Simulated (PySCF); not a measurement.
Si(F)2(Me)(NCO) (C₂H₃F₂NOSi), SMILES C[Si](F)(F)N=C=O.

Coordinates come from a B3LYP-D3(BJ)/def2-SVP optimisation. The values are those of a single conformer.

Level of theory: PBE/def2-TZVP (PySCF).

Symmetry labels are those of the subgroup Cs that the program uses (full group Cs).

### Question
List the valence orbital energies around the gap with their symmetry. (An estimate is asked for; the answer gives what the named calculation found.)

### Answer

```csv
orbital,symmetry,energy (eV)
HOMO−7,A",-10.70
HOMO−6,A',-10.70
HOMO−5,A',-10.46
HOMO−4,A",-10.22
HOMO−3,A",-9.86
HOMO−2,A',-8.97
HOMO−1,A",-7.89
HOMO,A',-7.84
LUMO,A",-0.81
LUMO+1,A',-0.67
LUMO+2,A',-0.15
LUMO+3,A',0.62
```
